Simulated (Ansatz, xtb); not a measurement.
# C2H9GeNSi: which of two isomers lies lower

Structure X: `C1[CH2][GeH2][SiH2]N1`, a singlet. Structure Y: `C1[NH][GeH2][CH2][SiH2]1`, a singlet. Both are isolated molecules in the gas phase, relaxed with B3LYP/def2-SVP; the shapes shown needn't be the lowest conformers.

X (Å):

```yaml
atoms:
  - { symbol: C, position_ang: [-0.3329, 1.5116, 2.2891] }
  - { symbol: C, position_ang: [-0.6860, 1.8951, 0.8418] }
  - { symbol: Ge, position_ang: [-0.8526, 0.2238, -0.2432] }
  - { symbol: N, position_ang: [0.6878, 0.4587, 2.3261] }
  - { symbol: Si, position_ang: [0.6195, -0.9192, 1.2502] }
  - { symbol: H, position_ang: [0.0534, 2.3981, 2.8236] }
  - { symbol: H, position_ang: [-1.2627, 1.2176, 2.8216] }
  - { symbol: H, position_ang: [0.1347, 2.4792, 0.3950] }
  - { symbol: H, position_ang: [-1.6002, 2.5068, 0.8052] }
  - { symbol: H, position_ang: [-0.3906, 0.4406, -1.6991] }
  - { symbol: H, position_ang: [-2.3046, -0.3065, -0.2628] }
  - { symbol: H, position_ang: [0.0426, -2.1726, 1.8403] }
  - { symbol: H, position_ang: [1.9758, -1.2772, 0.7347] }
  - { symbol: H, position_ang: [1.1964, 0.4123, 3.2037] }
```

Y (Å):

```xyz
14

C    -1.5134    1.2662    1.6458
C     0.7679   -0.5570    1.0810
Ge    1.2616    1.3578    1.0681
N    -0.4524    2.0695    1.0381
Si   -1.1317   -0.5401    1.1420
H    -1.5874    1.3552    2.7524
H    -2.5024    1.5573    1.2460
H    -0.5710    3.0739    1.1443
H     2.0817    1.7336    2.3354
H     2.0377    1.8317   -0.1807
H     1.1535   -1.0717    0.1882
H     1.2006   -1.0469    1.9670
H    -1.7019   -0.8293   -0.2071
H    -1.6947   -1.5239    2.1163
```

Quicker runs give these differences E(Y) − E(X): GFN2-xTB +22.2 kcal/mol; HF/STO-3G −3.8 kcal/mol (at GFN2-xTB geometries); r2SCAN-D4/def2-SVP +4.2 kcal/mol (at GFN2-xTB geometries).

Estimate which is lower in electronic energy at CCSD(T)/def2-SVP + ΔMP2/def2-TZVPP, and by roughly how much.

The CCSD(T)/def2-SVP + ΔMP2/def2-TZVPP calculation puts structure X lower, by 3.6 kcal/mol.

The same difference at several levels:

```tsv
level	geometry	E(Y) − E(X) (kcal/mol)	departure from the last row (kcal/mol)	job, with rough time for the two
GFN2-xTB	GFN2-xTB	+22.2	+18.6	optimisation, 0.35 s
HF/STO-3G	GFN2-xTB	−3.8	−7.4	single point, 0.44 s
r2SCAN-D4/def2-SVP	GFN2-xTB	+4.2	+0.6	single point, 4.2 s
B3LYP/def2-SVP	B3LYP/def2-SVP	+5.2	+1.6	optimisation, 49 s
HF/def2-SVP	B3LYP/def2-SVP	+3.6	+0.1	part of the CCSD(T) run
MP2/def2-SVP	B3LYP/def2-SVP	+3.7	+0.1	part of the CCSD(T) run
CCSD(T)/def2-SVP	B3LYP/def2-SVP	+4.7	+1.1	single point
CCSD(T)/def2-SVP + ΔMP2/def2-TZVPP	B3LYP/def2-SVP	+3.6		single point, 56 s
```

As drawn, Y has 1 Ge–N, 2 C–Si in place of 1 C–C, 1 Ge–Si, 1 N–Si.

HF/STO-3G puts the two in the other order. The largest departure from CCSD(T)/def2-SVP + ΔMP2/def2-TZVPP is that of GFN2-xTB, 18.6 kcal/mol. The last row adds to CCSD(T) the change of the MP2 difference between the two basis sets, here −1.1 kcal/mol.

With thermal terms from frequencies at re-optimised GFN2-xTB minima (ideal gas, soft modes damped towards free rotors, one conformer each, 298.15 K, 1 atm): the zero-point term adds −1.5 kcal/mol; ΔH is +2.2 and ΔG +1.8 kcal/mol.

The correlated steps freeze 17 core orbitals; the filled d shell of Ge is correlated, in a basis made for valence electrons. Run with Ansatz 0.2.0, xtb 6.7.1; the last row on 4 threads of Arm Neoverse V1 on a shared host.
